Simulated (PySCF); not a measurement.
Ligand exchange on a metal centre used in film growth or etching (Sc NH2-Br). All species are isolated molecules in the gas phase. One relaxed conformer stands for each flexible species; it need not be the lowest.

Level of theory: B3LYP-D3(BJ)/def2-TZVP // BP86-D3(BJ)/def2-SVP run with PySCF. All candidates: neutral, multiplicity 1. B3LYP has the VWN-RPA correlation part, as in Gaussian. 

```yaml
HOMO: -6.33 eV
HOMO–LUMO gap: 5.01 eV
LUMO: -1.32 eV
```

Task: Name which member has these values.
(A) [Sc(NH2)3]
(B) [Sc(NH2)2(Br)]
(C) [Sc(NH2)(Br)2]
(D) [Sc(Br)3]

Result: A, [Sc(NH2)3]. The others give [Sc(NH2)(Br)2]: -7.92 eV, 5.06 eV, -2.86 eV; [Sc(NH2)2(Br)]: -7.15 eV, 5.10 eV, -2.06 eV; [Sc(Br)3]: -8.30 eV, 4.62 eV, -3.67 eV
